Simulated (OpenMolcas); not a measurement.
Pt3+ among 6 point charges of -1.5 e arranged as a tetragonal octahedron (D4h), 2 Å from the ion, with the axial distance 2.200 Å.

```
Program             : OpenMolcas 26.06
Method              : CASSCF
Basis               : ANO-RCC-VDZP [7s6p4d2f]
Scalar Hamiltonian  : DKH2, point nucleus
Active space        : 7 electrons in 5 orbitals (5d)
State averaging     : 2S+1 = 4 even, 10 roots; 2S+1 = 2 even, 40 roots
Spin-orbit coupling : RASSI with atomic mean-field integrals over the reference wave functions
```

**Question.** What is the spin-free ground state (labels of D4, the rotations of D4h)?

**Answer.** 4A2, 1-fold in its orbital part, 95 % from free-ion F terms; it has the highest spin that d7 allows.

**Question.** Where is the first state of the same spin?

**Answer.** 4E at 1360 cm-1 above the ground state.

**Question.** What are the lowest two levels with spin-orbit coupling?

**Answer.** A 2-fold level E1/2 with g = 1.66, 6.26, 6.26, then a 2-fold level E3/2 1118 cm-1 above it. Their leading multiplicities are 4 (89 %) and 4 (88 %).

**Question.** What is χT at 300 K?

**Answer.** 3.37 cm3 K/mol.

Spin-orbit coupling mixes the spin-free states strongly: the lowest level takes only 51 % from its leading state, 4A2. Without dynamic correlation the repulsion within the d shell is too large (B by tens of per cent), so at a given field states of lower spin stand too high. This shell can be high or low spin here, a state of another spin lies low, and with metal d orbitals alone active their balance is uncertain, so the ground spin may be wrong. Point charges give a weaker field than real ligands, and real ions of this kind are as a rule low spin; the high spin found here belongs to the model. This is an electrostatic model: the charges have no orbitals. No measured value stands beside these numbers.
